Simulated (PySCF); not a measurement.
## How methods differ on the excitation energy of B⁺

B⁺ [He] 2s2 (1S) → B⁺ [He] 2s1 3d1 (3D), as a difference of total energies. Calculation: PySCF 2.14, in aug-cc-pVDZ-DK; the spin-free X2C one-electron Hamiltonian (Gaussian nucleus). Correlated levels: valence: 1s2 frozen. The calculations carry no spin-orbit coupling.

```tsv
method	excitation energy (eV)
UHF	17.693
LDA	17.864
PBE	17.767
r2SCAN	17.779
B3LYP	18.095
PBEsol	17.673
HSE06	17.931
MP2 (valence)	18.539
SCS-MP2 (valence)	18.745
```

Task: Estimate what PBE0 gives.

Result: 17.949 eV, closest to HSE06 among the rows shown.

Task: Estimate what TPSSh gives.

Result: 18.012 eV, closest to HSE06 among the rows shown.

The promoted electron is Rydberg-like, and one or two diffuse shells describe it only roughly, which tends to raise the upper state.
